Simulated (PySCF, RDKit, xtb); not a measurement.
Dimer: CH5N (SMILES CN) (first 7 atoms) with H4OSi (SMILES O[SiH3]); geometry from B3LYP-D3(BJ)/def2-TZVP, rigid monomers moved along the line of their centres of mass till N2···H10 is 1.62 Å.
(charge 0, multiplicity 1):
```xyz
13

C      0.238    -0.361    -0.120
N     -0.269     0.971     0.236
H     -0.458    -1.116     0.245
H      1.192    -0.524     0.381
H      0.381    -0.512    -1.195
H     -1.164     1.148    -0.205
H      0.366     1.696    -0.079
O     -0.500     1.023     2.833
Si    -0.063    -0.358     3.588
H     -0.433     1.062     1.846
H     -0.881    -1.526     3.156
H     -0.248    -0.159     5.042
H      1.360    -0.720     3.332
```

Monomers are frozen at their geometry in the pair; levels with a basis set take the counterpoise correction. Rows marked so take none.

Rows in 3-21G, STO-3G carry no dispersion term and start afresh at each structure.

Codes used: PySCF for 3-21G rows, STO-3G rows; RDKit for the force fields; xtb for the GFN methods. Each number belongs to the level named beside it.

Question: One of these levels gives -221.9 meV for the interaction energy. Name it.
A) MMFF94
B) HF/3-21G (no counterpoise)
C) GFN2-xTB
D) HF/STO-3G (no counterpoise)

Answer: A, MMFF94. The others give -326.5 (GFN2-xTB), -175.0 (HF/STO-3G (no counterpoise)), -565.3 (HF/3-21G (no counterpoise))
